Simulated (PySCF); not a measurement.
A calculated (PBE0, PySCF 2.14, ANO-RCC-VTZP, scalar relativity by spin-free X2C-1e) atom or ion has these occupied shells.

| shell | electrons | orbital energy (eV) | rms radius, mean of both spins (bohr) |
| --- | --- | --- | --- |
| 1s α | 1 | -1280.2 | 0.151 |
| 1s β | 1 | -1280.1 | 0.151 |
| 2s α | 1 | -87.397 | 0.761 |
| 2s β | 1 | -87.146 | 0.761 |
| 2p α | 3 | -52.267 | 0.776 |
| 2p β | 3 | -52.054 | 0.776 |
| 3s α | 1 | -6.896 | 3.28 |
| 3p α | 1 | -3.152 | 4.33 |

Question: Name the element and its charge.

Answer: Mg (magnesium, neutral), in [Ne] 3s1 3p1, high-spin 3P determinant (an excited configuration).
